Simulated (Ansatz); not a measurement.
Cost and result up the ladder for B₄O₁₁H₁₀, a hydroxylated oxide cluster (25 atoms). Total charge 0; singlet. Geometry: PBE-D4/def2-SVP.

```xyz
25

B     1.882   -0.335    0.573
B     0.889    1.364   -0.914
B    -0.794   -1.888   -1.250
B    -1.445    0.834    1.231
O     1.386    2.449   -0.218
O     2.847    0.537    1.063
O     1.214    0.058   -0.586
O     1.586   -1.492    1.205
O    -0.075    1.593   -1.865
O    -1.504   -0.839   -1.816
O    -0.805   -2.198    0.103
O    -0.034   -2.703   -2.042
O    -2.067    1.106    0.027
O    -1.919   -0.303    1.873
O    -0.415    1.531    1.795
H     2.118    2.128    0.362
H     3.216    0.220    1.907
H     0.793   -1.935    0.793
H    -0.450    0.726   -2.162
H    -1.986   -0.293   -1.146
H    -1.386   -1.633    0.665
H    -0.067   -2.413   -2.970
H    -1.578    1.744   -0.542
H    -1.433   -0.447    2.706
H     0.025    2.188    1.209
```

Ansatz on 4 threads of Arm Neoverse V2 on a shared host. Times are rough, and most runs start from the orbitals of an earlier one. PBE0-D4/def2-TZVP serves as the yardstick here, not as an exact answer. Differences are given only for rows in sets of like size (and for xTB, whose basis is part of the method), since another set adds its own error. Binding counts from free atoms at the same level (B doublet, O triplet, H doublet; other spins of the atoms weren't run), without zero-point energy or a counterpoise term.

B3LYP takes the VWN-RPA correlation. Correlated methods freeze 15 core orbitals. The rows differ in basis, and correlated rows in double-zeta sets carry the largest basis error. In the singlet geometry the species has come apart into loosely held pieces.

Correlated methods converge slowly with the basis, most of all in double-zeta sets.

```json
{"level": "HF/STO-3G", "functions": "85", "wall time": "0.9 s", "binding energy per atom (eV)": "3.38", "difference from PBE0-D4/def2-TZVP (eV)": "–"}
{"level": "HF/6-31G", "functions": "155", "wall time": "2.1 s", "binding energy per atom (eV)": "2.93", "difference from PBE0-D4/def2-TZVP (eV)": "–"}
{"level": "B3LYP-D4/6-31G", "functions": "155", "wall time": "5.5 s", "binding energy per atom (eV)": "4.38", "difference from PBE0-D4/def2-TZVP (eV)": "–"}
{"level": "PBE-D4/def2-SVP", "functions": "260", "wall time": "7 s", "binding energy per atom (eV)": "4.91", "difference from PBE0-D4/def2-TZVP (eV)": "–"}
{"level": "MP2/def2-SVP", "functions": "260", "wall time": "11 s", "binding energy per atom (eV)": "4.65", "difference from PBE0-D4/def2-TZVP (eV)": "–"}
{"level": "PBE0-D4/def2-SVP", "functions": "260", "wall time": "12 s", "binding energy per atom (eV)": "4.76", "difference from PBE0-D4/def2-TZVP (eV)": "–"}
{"level": "PBE-D4/def2-TZVP", "functions": "525", "wall time": "15 s", "binding energy per atom (eV)": "4.82", "difference from PBE0-D4/def2-TZVP (eV)": "0.15"}
{"level": "r2SCAN-D4/def2-TZVP", "functions": "525", "wall time": "27 s", "binding energy per atom (eV)": "4.73", "difference from PBE0-D4/def2-TZVP (eV)": "0.05"}
{"level": "PBE0-D4/def2-TZVP (with forces)", "functions": "525", "wall time": "53 s", "binding energy per atom (eV)": "4.67", "difference from PBE0-D4/def2-TZVP (eV)": "0.00"}
```
